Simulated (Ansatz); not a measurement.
Ligand exchange: GeH(CH3)(GeH3)F + TiF4 → GeH(GeH3)F2 + Ti(CH3)F3

Species: GeH(CH3)(GeH3)F, singlet; TiF4 `[F][Ti]([F])([F])[F]`, singlet; GeH(GeH3)F2, singlet; Ti(CH3)F3, singlet. The partners trade CH3 for F: Ge–CH3 and Ti–F bonds give way to Ge–F and Ti–CH3.

Shapes, held fixed at every level: PBE0-D4/def2-TZVP. Programs: Ansatz 0.2.0. Electronic energies: no zero-point or thermal term.

Question: Estimate ΔE of this reaction.

Answer: The highest level, CCSD(T)/def2-TZVPP, gives ΔE = +112.7 kJ/mol; the levels span +97.5 to +119.2. The column of differences is taken from that level and isn't an error. No measured value is set beside it here. Relativity is left out for Ge. Outer-core shells of Ge, Ti are correlated, in sets that cover them unevenly.

| level | kind | ΔE (kJ/mol) | less CCSD(T)/def2-TZVPP |
| --- | --- | --- | --- |
| HF/def2-TZVPP | Hartree–Fock | +97.5 | -15.2 |
| PBE-D4/def2-TZVPP | GGA | +119.2 | +6.5 |
| r2SCAN-D4/def2-TZVPP | meta-GGA | +116.8 | +4.1 |
| PBE0-D4/def2-TZVPP | global hybrid | +113.8 | +1.1 |
| MP2/def2-TZVPP | perturbation theory | +116.3 | +3.6 |
| CCSD/def2-TZVPP | coupled cluster or CI | +107.3 | -5.4 |
| CCSD(T)/def2-TZVPP | coupled cluster or CI | +112.7 | 0.0 |
